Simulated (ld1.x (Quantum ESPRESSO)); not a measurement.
## Before and after: RRKJ potential for tin (Sn)

| Property | Result |
| --- | --- |
| Element | Sn |
| Generator | ld1.x (Quantum ESPRESSO) 7.5 |
| Type | norm-conserving RRKJ (Kleinman–Bylander form) |
| Functional | PBEsol |
| Relativity | scalar-relativistic |
| Frozen core | [Kr] 4d10 |
| Valence charge | 4 |
| Reference configuration | 5s1.75 5p2.25 |
| Partial waves | 5s (bound): rc 2.00 bohr; 5p (bound): rc 1.80 bohr |
| Local potential | the p channel |
| Core correction | Bessel-smoothed model core inside 1.15 bohr |
| rho0 | 0.02 |

Change: all radii but the core radius scaled by about 1.27 (s 2.54, p 2.30 bohr).

Cutoffs: the cutoffs (Ry, on a coarse ladder) from which the occupation-weighted sum of valence levels, in a spherical-Bessel basis at the reference potential, stays within 10 and 1 mRy of its value at 400 Ry; they do not see the model core or the augmentation charge, which bear on the density cutoff. Errors are all-electron minus pseudo energies relative to the spin-unpolarised reference configuration.

Question: What does the change do?

Answer: The potential gets softer (35 Ry and 50 Ry → 21 Ry and 30 Ry); the bound ghost in s disappears; of the 7 tests that both files solve, the error grows in 5 and shrinks in 1 by more than 15 % and 0.3 meV (median size 22.6 → 32.4 meV). A larger radius leaves more room for a smooth pseudo-wave, so fewer plane waves are needed.

```csv
quantity,base,changed
"cutoff, loose",35 Ry,21 Ry
"cutoff, tight",50 Ry,30 Ry
loose cutoff by channel (10 mRy a level),"s 30 Ry, p 25 Ry","s 18 Ry, p 6 Ry"
bound ghosts,s,none
"error for 5s2 5p2, meV [ΔE -1.73 eV]",-0.6,-1.4
"error for 5s2 5p1, meV [ΔE 5.17 eV]",-4.9,-6.3
"error for 5s2 5p0, meV [ΔE 19.14 eV]",-61,-47
"error for 5s1 5p2, meV [ΔE 12.86 eV]",-23,-32
"error for 5s1 5p0, meV [ΔE 50.15 eV]",-353,-304
"error for 5s0 5p4, meV [ΔE 12.52 eV]",-29,-91
"error for 5s1 5p3, meV [ΔE 5.28 eV]",-6.4,-16
```

 A true bound ghost makes a file unfit for plane-wave use even where its test errors are small: the radial tests pick states by their node count and pass the ghost by.
